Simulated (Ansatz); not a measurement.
Ge(CCH)2Me2 (C6H8Ge). The state is a singlet with charge 0. Geometry PBE0-D4/def2-SVP; atoms count from 1.

```csv
atom,x (Å),y (Å),z (Å)
Ge1,0.033,0.053,0.011
C2,-0.952,-0.344,-1.576
C3,-1.571,-0.569,-2.598
H4,-2.121,-0.775,-3.500
C5,-0.153,-1.441,1.186
C6,-0.252,-2.377,1.957
H7,-0.344,-3.208,2.633
C8,-0.731,1.627,0.858
H9,-0.197,1.848,1.794
H10,-1.792,1.456,1.086
H11,-0.648,2.494,0.186
C12,1.909,0.277,-0.443
H13,2.029,1.113,-1.147
H14,2.296,-0.639,-0.911
H15,2.494,0.486,0.464
```

Estimate the Mulliken populations from the PBE0/def2-TZVP orbitals of Ansatz.


```json
{"atom": "Ge1", "charge (e)": "0.31"}
{"atom": "C2", "charge (e)": "-0.04"}
{"atom": "C3", "charge (e)": "-0.29"}
{"atom": "H4", "charge (e)": "0.18"}
{"atom": "C5", "charge (e)": "-0.04"}
{"atom": "C6", "charge (e)": "-0.29"}
{"atom": "H7", "charge (e)": "0.18"}
{"atom": "C8", "charge (e)": "-0.44"}
{"atom": "H9", "charge (e)": "0.14"}
{"atom": "H10", "charge (e)": "0.15"}
{"atom": "H11", "charge (e)": "0.14"}
{"atom": "C12", "charge (e)": "-0.44"}
{"atom": "H13", "charge (e)": "0.14"}
{"atom": "H14", "charge (e)": "0.15"}
{"atom": "H15", "charge (e)": "0.14"}
```
Mulliken values depend strongly on the basis.

And the Mayer bond orders between heavy atoms (over 0.3)?

Ge1–C2 0.89 (1.91 Å); Ge1–C5 0.89 (1.91 Å); Ge1–C8 1.00 (1.94 Å); Ge1–C12 1.00 (1.94 Å); C2–C3 2.94 (1.22 Å); C5–C6 2.94 (1.22 Å).
